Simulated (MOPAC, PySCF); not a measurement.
H4O4Sn, SMILES `[OH][Sn]([OH])([OH])[OH]`, neutral singlet in the gas phase. 

Cartesian coordinates (Å):
```xyz
9

O      1.6007    -0.7236    -0.9032
Sn     0.0000     0.0000     0.0001
O      0.6733     1.2883     1.3377
O     -0.9885    -1.5693     0.6799
O     -1.2856     1.0045    -1.1136
H      1.4629    -1.6673    -1.1031
H      1.6175     1.1173     1.5073
H     -1.9464    -1.4105     0.5986
H     -1.1338     1.9607    -1.0037
```
Charge 0, multiplicity 1.

All levels are single points at this geometry (PBE-D3(BJ)/def2-TZVP); Pople sets use spherical d functions. Orbital energies aren't observables, and empty levels follow the basis.

```csv
level,HOMO (eV),LUMO (eV),gap (eV),dipole (D),"vertical IE, Delta-SCF (eV)"
PBE-D3(BJ)/def2-TZVP in PySCF,-7.38,-2.90,4.48,0.00,–
BP86/6-31G* (LANL2DZ on Sn) in PySCF,-7.02,-2.39,4.62,0.00,–
M06-2X/6-31G* (LANL2DZ on Sn) in PySCF,-10.56,-0.43,10.13,0.00,–
PBE/6-31G* (LANL2DZ on Sn) in PySCF,-6.90,-2.33,4.56,0.00,–
SVWN5/6-31G* (LANL2DZ on Sn) in PySCF,-7.03,-2.47,4.56,0.00,–
PM7 in MOPAC,-11.46,0.56,12.02,0.00,–
```
